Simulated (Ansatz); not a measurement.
Frontier orbitals of H3O4Ta (`[O]=[Ta]([OH])([OH])[OH]`).

Z-matrix (Å, degrees):
```
Ta
O 1 1.909
O 1 1.909 2 111.5
O 1 1.720 2 107.4 3 -117.3
O 1 1.909 2 111.5 3 125.4
H 2 0.955 1 135.2 3 -61.7
H 3 0.955 1 135.3 2 63.6
H 5 0.955 1 135.3 2 -61.7
```

Total charge 0; spin multiplicity 1. Correlated methods include outer-core shells of Ta, which these sets cover unevenly. Ta: def2 effective core potential. All single points use the PBE0-D4/def2-TZVP geometry. It is one conformer, not always the lowest. Basis def2-TZVPP, Ansatz.

```
functional  HOMO (eV)  LUMO (eV)  gap (eV)
       PBE      -6.96      -1.32      5.64
    B97M-V      -7.33      -1.23      6.10
      PBE0      -8.54      -0.60      7.94
     B3LYP      -8.27      -0.95      7.32
     BHLYP     -10.02      -0.12      9.90
   ωB97X-V     -10.99       1.10     12.09
   ωB97M-V     -10.94       0.66     11.60
```

A quarter of exact exchange (PBE0) shifts PBE's HOMO by −1.58 eV and its LUMO by +0.72 eV; full exchange at long range (ωB97M-V) shifts them by −3.98 and +1.98 eV. The gap opens from 5.64 to 11.60 eV, since occupied levels lose self-interaction and empty ones feel all the electrons. A positive LUMO is unbound and depends on the basis.

B3LYP here is the variant with VWN-RPA as its local correlation; programs differ in this.
